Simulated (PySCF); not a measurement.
Vertical excitation energies

C₈H₁₃NSi.
SMILES with atom numbers: `[CH3:1][Si:2]([CH3:3])([CH3:4])[c:5]1[cH:6][cH:7][cH:8][cH:9][n:10]1` (hydrogens: H11, H12, H13 on C1; H14, H15, H16 on C3; H17, H18, H19 on C4; H20 on C6; H21 on C7; H22 on C8; H23 on C9)

Computed with PySCF, TDDFT PBE0/def2-SVPD, vertical, gas phase, core orbitals frozen in the response. Geometry: PBE0-D3(BJ)/def2-SVP; no solvent, vibrations or thermal averaging. Torsions of this conformer, `[CH3:1][Si:2]([CH3:3])([CH3:4])[c:5]1[cH:6][cH:7][cH:8][cH:9][n:10]1`: C1–Si2–C5–C6 0°.

**Question.** Predict the UV-vis stick spectrum at this level.

**Answer.** 

```
state  E (eV)  E (hartree)       f   main configurations (H = HOMO, L = LUMO)
   S1    4.45       0.1635  0.0048                                  H→L (99%)
   S2    4.81       0.1769  0.0001                                H→L+1 (99%)
   S3    5.44       0.1999   0.074                 H-1→L (73%), H-2→L+1 (15%)
   S4    6.12       0.2251   0.120    H-1→L+1 (58%), H-2→L (29%), H-1→L (11%)
   S5    6.40       0.2351  0.0015                                H-5→L (98%)
   S6    6.57       0.2413  0.0049                                H-3→L (97%)
   S7    6.62       0.2434  0.0092      H-4→L (46%), H→L+2 (26%), H-2→L (11%)
   S8    6.64       0.2440  0.0089                   H→L+2 (70%), H-4→L (16%)
   S9    6.81       0.2501  0.0091                              H-5→L+1 (97%)
  S10    6.93       0.2548   0.222  H-4→L+1 (33%), H-2→L+1 (27%), H-2→L (24%)
```

Triplets, Tamm–Dancoff:

| state | E (eV) | λ (nm) | main configurations (H = HOMO, L = LUMO) |
| --- | --- | --- | --- |
| T1 | 3.78 | 327.9 | H→L (94%) |
| T2 | 4.13 | 300.4 | H-1→L+1 (46%), H-1→L (26%), H-2→L (14%) |
| T3 | 4.51 | 275.0 | H-1→L (68%), H-1→L+1 (19%) |
| T4 | 4.59 | 270.2 | H→L+1 (96%) |

The lowest singlet lies at 4.45 eV (279 nm, ultraviolet) and is very weak; its leading configuration is HOMO→LUMO (99%). The most intense listed level is S10 at 6.93 eV (179 nm, f = 0.222), 2.48 eV above S1. It is the last of those listed, so stronger ones may follow. Löwdin shares by element: HOMO nitrogen 50%, carbon 29% or more (atoms not listed hold the other 21%); LUMO carbon 52% or more, nitrogen 21% (atoms not listed hold the other 27%). Of the 10 states listed, 3 reach f = 0.01 and 1 stays under 0.0005. The oscillator strengths of these states sum to 0.455; summed over the whole spectrum of an exact calculation they would give the number of electrons, 82 (Thomas–Reiche–Kuhn). The listed states span 2.48 eV, and the widest gap between neighbours is 0.69 eV (S3 to S4). The vertical ionisation energy (ΔSCF) is 8.76 eV, 1.82 eV above S10. Only the lowest 10 singlets were computed, as vertical energies without vibronic structure.
